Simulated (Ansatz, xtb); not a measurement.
**Relative energy of two structures of BrH4NSiZn**

We compare a, a singlet given by its coordinates, with b, `N[SiH2][Zn][Br]`, a singlet. Both are isolated molecules in the gas phase, relaxed with PBE0-D3(BJ)/def2-SVP; the shapes shown needn't be the lowest conformers.

a (Å):

```xyz
8

Br   -1.4239    2.8426    1.6963
N    -0.8973    1.4018   -0.9734
Si    0.0929    1.8317    0.3353
Zn   -2.6931    1.8605   -0.8557
H    -4.1921    2.1408   -0.9649
H    -0.5005    0.9164   -1.7729
H     0.6863    0.7263    1.1463
H     1.1566    2.8522    0.0924
```

Close contacts (Å): Br1–Si3 2.27, Br1–Zn4 3.01, N2–Si3 1.70, N2–Zn4 1.86, N2–H6 1.02, Si3–H7 1.49, Si3–H8 1.49, Zn4–H5 1.53.

b (Å):

```xyz
8

Br    0.3978    2.6282   -4.5292
N    -0.8267    0.9418    0.5233
Si   -1.1938    2.4885   -0.1867
Zn   -0.3821    2.5570   -2.4080
H    -0.4844    3.5217    0.6335
H    -2.6448    2.8962   -0.1696
H    -0.9592    0.8300    1.5238
H    -1.1110    0.0963    0.0413
```

Which of the two would you expect CCSD(T)/def2-SVP + ΔMP2/def2-TZVPP electronic energies to favour?

Structure b; the calculation gives E(b) − E(a) = −14.7 kJ/mol.

Level by level:

```tsv
level	geometry	E(b) − E(a) (kJ/mol)	departure from the last row (kJ/mol)	job, with rough time for the two
PBE0-D3(BJ)/def2-SVP	PBE0-D3(BJ)/def2-SVP	−35.6	−21.0	optimisation, 3.5 min
HF/def2-SVP	PBE0-D3(BJ)/def2-SVP	−45.1	−30.4	part of the CCSD(T) run
MP2/def2-SVP	PBE0-D3(BJ)/def2-SVP	−24.6	−9.9	part of the CCSD(T) run
CCSD(T)/def2-SVP	PBE0-D3(BJ)/def2-SVP	−30.2	−15.5	single point
CCSD(T)/def2-SVP + ΔMP2/def2-TZVPP	PBE0-D3(BJ)/def2-SVP	−14.7		single point, 2.7 min
```

The levels shown agree on the order. The largest departure from CCSD(T)/def2-SVP + ΔMP2/def2-TZVPP is that of HF/def2-SVP, 30.4 kJ/mol. Levels run at GFN2-xTB geometries aren't shown. The last row adds to CCSD(T) the change of the MP2 difference between the two basis sets, here +15.5 kJ/mol, a large step that makes the value less sure.

With harmonic frequencies from PBE0-D3(BJ)/def2-SVP (ideal gas, rigid rotor, one conformer each, 298.15 K, 1 atm): on the last row, ΔE + ΔZPE = −4.5, ΔH = −3.0, ΔG = −6.6 kJ/mol.

The correlated steps freeze 20 core orbitals; the filled d shell of Br is correlated; the last core shell of Zn is correlated, in a basis made for valence electrons. Mirror images aren't counted in ΔG. Programs: Ansatz 0.2.0; the last row on 2 threads of AMD EPYC (Zen 3) on a shared host.
